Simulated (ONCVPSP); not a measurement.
# Configuration tests for Zr (ONCV)

```json
{
 "Element": "Zr",
 "Generator": "ONCVPSP 4.0.1",
 "Type": "optimised norm-conserving Vanderbilt (ONCV)",
 "Functional": "BLYP",
 "Relativity": "scalar-relativistic",
 "Frozen core": "[Kr]",
 "Valence charge": "4",
 "Reference configuration": "4d2 5s2",
 "Partial waves": "5s: rc 3.20 bohr, ncon 5, nbas 9, qcut 1.9 1/bohr, 3 projectors, debl 1 Ha; p scattering state at 0.22 Ha: rc 2.40 bohr, ncon 4, nbas 9, qcut 3 1/bohr, 2 projectors, debl 1 Ha; 4d: rc 2.30 bohr, ncon 4, nbas 9, qcut 7.4 1/bohr, 2 projectors, debl 2.9 Ha",
 "Local potential": "polynomial inside 1.90 bohr (lpopt 3, dvloc0 6 Ha)",
 "Core correction": "none"
}
```

Energies are relative to the spin-unpolarised reference configuration 4d2 5s2; without spin polarisation the order of configurations can differ from experiment.

**Question.** Give the all-electron excitation energy and the error of the potential for: 4d2 5s1; 4d2 5s0; 4d1 5s0; 4d2 5s1.5.

**Answer.**

| valence configuration | charge | ΔE all-electron (eV) | error AE − PS (meV) |
| --- | --- | --- | --- |
| 4d2 5s1 | +1 | 7.061 | +29 |
| 4d2 5s0 | +2 | 20.106 | +201 |
| 4d1 5s0 | +3 | 42.669 | +514 |
| 4d2 5s1.5 | +0.5 | 2.823 | +5.1 |

Levels in the configuration 4d2 5s1:

| level | all-electron (eV) | pseudo (eV) |
| --- | --- | --- |
| 4d | -9.861 | -9.829 |
| 5s | -9.949 | -9.874 |

Note: ghosts flagged at negative energy: p at -26.2 eV; GHOST(+) flagged for s at 267.8 eV, s at 435.6 eV. A true bound ghost makes a file unfit for plane-wave use.
